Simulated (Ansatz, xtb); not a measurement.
Isomers of C2H11GaGeSi in order of energy

4 gas-phase structures of C2H11GaGeSi, from a drawn sample of its isomers (lower ones may exist). Each was relaxed with GFN2-xTB; where two conformers were screened, the lower at r2SCAN-D4/def2-SVP//GFN2-xTB is listed:

A. `[CH3][GaH][C@@H]([SiH3])[GeH3]`, a singlet
B. `[SiH3][CH2][GaH][CH2][GeH3]`, a singlet
C. `[CH3][Ga]([SiH3])[CH2][GeH3]`, a singlet
D. `[CH3][Ga]([GeH3])[CH2][SiH3]`, a singlet

**Question.** Make a reasoned guess at their ranking by r2SCAN-D4/def2-SVP//GFN2-xTB single-point energy.

**Answer.** Calculated order at r2SCAN-D4/def2-SVP//GFN2-xTB: D (0.0), C (31.3), A (43.2), B (47.2) kJ/mol. Less than 1 kcal/mol parts A and B, so the order within that pair means little.

Energies above the lowest of each column, in kJ/mol; the last columns are at r2SCAN-D4/def2-SVP geometries:

| structure | GFN2-xTB | HF/STO-3G | r2SCAN-D4/def2-SVP//GFN2-xTB | r2SCAN-D4/def2-SVP | CCSD(T)/def2-SVP + ΔMP2/def2-TZVPP |
| --- | --- | --- | --- | --- | --- |
| D | 0.0 | 0.0 | 0.0 | 0.0 | 0.0 |
| C | 32.1 | 19.6 | 31.3 | 34.2 | 34.5 |
| A | 51.3 | 56.3 | 43.2 | 44.3 | 38.4 |
| B | 52.9 | 51.3 | 47.2 | 48.7 | 44.5 |

Every level run on D puts it lowest or level with the lowest. Flexible structures stand in one conformer each, not always the lowest. C keeps a small imaginary mode. B keeps a small imaginary mode. ΔMP2 is the change of the MP2 energy from the smaller to the larger basis.

Over these structures GFN2-xTB departs from r2SCAN-D4/def2-SVP//GFN2-xTB by 3.2 kJ/mol on average once a common shift is removed. A GFN2-xTB relaxation took about 0.34 s and the r2SCAN-D4/def2-SVP//GFN2-xTB energy about 3.8 s on a shared host (Ansatz 0.2.0, xtb 6.7.1).
